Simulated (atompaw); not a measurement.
## Logarithmic derivatives: Mg (Z = 12), PAW (atompaw)

```json
{
 "Element": "Mg (Z = 12)",
 "Generator": "atompaw 4.2.0.5",
 "Type": "PAW",
 "Functional": "LDA (PW92)",
 "Relativity": "scalar-relativistic",
 "Frozen core": "[Ne]",
 "Valence charge": "2",
 "Reference configuration": "3s1 3p0 (charge +1)",
 "Partial waves": "3s (bound): rc 2.30 bohr; 3s channel at 0.6 Ry: rc 3.00 bohr; 3p (bound, empty): rc 3.00 bohr; 3p channel at -0.1 Ry: rc 3.00 bohr",
 "Local potential": "ultrasoft scheme with l = 2 at 0 Ry, radius 2.35 bohr",
 "Core correction": "smooth core density matched at 1.80 bohr",
 "Augmentation charge": "sinc compensation charge, radius 2.90 bohr; PAW radius 3.00 bohr; waves and projectors: custom polynom2 7 10 vanderbiltortho"
}
```

The phase is arctan(r·u′/u) with u = r·R(r), unwrapped; energies in Ry, scanned from -3 to 5 Ry. A pole is an energy at which the radial function vanishes at the test radius. The pseudo phase is shifted by a multiple of π to meet the all-electron one at the reference energy, and phase errors are pseudo minus all-electron; the curves can meet again beyond the range given. Levels narrower than the energy grid can be missing from the lists of poles.

Task: For each channel, where are the poles, and over which energies does the pseudopotential scatter like the atom?

Result:

| channel | radius (bohr) | reference energy (Ry) | poles, all-electron | poles, pseudo | unbroken range about the reference energy with phases within 0.05 rad | phase error 1 Ry above the reference energy (rad) |
| --- | --- | --- | --- | --- | --- | --- |
| s | 3.00 | -0.85 | 0.07 | 0.07, 2.35 | below 1.4 | -0.001 |
| p | 3.00 | -0.53 | 0.73 | 0.73, 4.60 | below 2.2 | -0.000 |

Phases in the s channel:

```
E (Ry)  all-electron  pseudo
 -3.00         1.324   1.319
 -2.76         1.305   1.300
 -2.52         1.281   1.277
 -2.28         1.250   1.245
 -2.04         1.206   1.201
 -1.80         1.140   1.135
 -1.56         1.028   1.023
 -1.32         0.798   0.793
 -1.08         0.215   0.212
 -0.84        -0.733  -0.733
 -0.60        -1.210  -1.211
 -0.36        -1.408  -1.409
 -0.12        -1.513  -1.514
  0.12        -1.582  -1.583
  0.36        -1.635  -1.636
  0.60        -1.682  -1.682
  0.84        -1.728  -1.729
  1.08        -1.779  -1.783
  1.32        -1.841  -1.862
  1.56        -1.927  -2.017
  1.80        -2.064  -2.638
  2.04        -2.318  -4.303
  2.28        -2.849  -4.663
  2.52        -3.609  -4.797
  2.76        -4.080  -4.891
  3.00        -4.305  -4.985
  3.24        -4.427  -5.105
  3.48        -4.502  -5.291
  3.72        -4.554  -5.627
  3.96        -4.592  -6.223
  4.20        -4.621  -6.849
  4.44        -4.646  -7.214
  4.68        -4.666  -7.407
  4.92        -4.684  -7.520
```
